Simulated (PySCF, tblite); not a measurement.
Isomers of [C8H12P]+ (charge +1), one GFN2-xTB conformer each. Single-point energies are computed at PBE0/pcSseg-1 (PySCF, gas phase, no added dispersion term), electronic only.

```tsv
SMILES	GFN2-xTB relative energy (kcal/mol)
C#CC[PH2+]C1=CCCC1	17.5
C=CC1=C(C)[P@@H+](C)C=C1	0.0
```

Conformers: `[CH:1]#[C:2][CH2:3][PH2+:4][C:5]1=[CH:6][CH2:7][CH2:8][CH2:9]1` (charge +1) with C2–C3–P4–C5 180°, C3–P4–C5–C6 120°, C5–C6–C7–C8 -11°, C6–C7–C8–C9 18°, C7–C8–C9–C5 -19°, P4–C5–C9–C8 -169°; `[CH2:1]=[CH:2][C:3]1=[C:4]([CH3:5])[P@@H+:6]([CH3:7])[CH:8]=[CH:9]1` (charge +1) with C1–C2–C3–C4 176°.

What does PBE0/pcSseg-1 give for the same structures?

| SMILES | PBE0/pcSseg-1 E (Eh) | PBE0/pcSseg-1 (kcal/mol) | GFN2-xTB (kcal/mol) | point group |
| --- | --- | --- | --- | --- |
| C=CC1=C(C)[P@@H+](C)C=C1 | -652.57444 | 0.0 | 0.0 | C1 |
| C#CC[PH2+]C1=CCCC1 | -652.52108 | 33.5 | 17.5 | C1 |

Both levels put the same isomer lowest. 

Which frontier levels and rotational constants go with these structures?

| SMILES | HOMO (eV, PBE0/pcSseg-1) | LUMO (eV) | A, B, C (MHz) |
| --- | --- | --- | --- |
| C=CC1=C(C)[P@@H+](C)C=C1 | -10.84 | -6.62 | 2496, 1004, 769.1 |
| C#CC[PH2+]C1=CCCC1 | -11.73 | -5.34 | 4844, 585.1, 553.6 |

What happens when harmonic zero-point energies from GFN2-xTB frequencies are added?

| SMILES | ZPE (kcal/mol) | electronic (kcal/mol) | with ZPE (kcal/mol) |
| --- | --- | --- | --- |
| C=CC1=C(C)[P@@H+](C)C=C1 | 105.9 | 0.0 | 0.0 |
| C#CC[PH2+]C1=CCCC1 | 105.9 | 33.5 | 33.5 |

The zero-point energies span 0.0 kcal/mol. The order is unchanged.
